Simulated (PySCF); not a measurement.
## Correlation energy of P⁻ (phosphorus, charge -1)

[Ne] 3s2 3p4, high-spin 3P determinant. Computed with PySCF 2.14 in def2-TZVPPD, with the non-relativistic Hamiltonian (point nucleus). Frozen: [Ne]; 6 electrons correlated.

```json
{"level": "CCSD", "correlation energy (mhartree)": "-130.55"}
{"level": "(T)", "correlation energy (mhartree)": "-5.48"}
{"level": "CCSD(T)", "correlation energy (mhartree)": "-136.03"}
```

Diagnostics: T1 = 0.012, D1 = 0.0373, largest double amplitude 0.052.

Problem. Is a single reference adequate?

Solution. Yes: T1 lies below 0.03 and no double amplitude reaches 0.07.
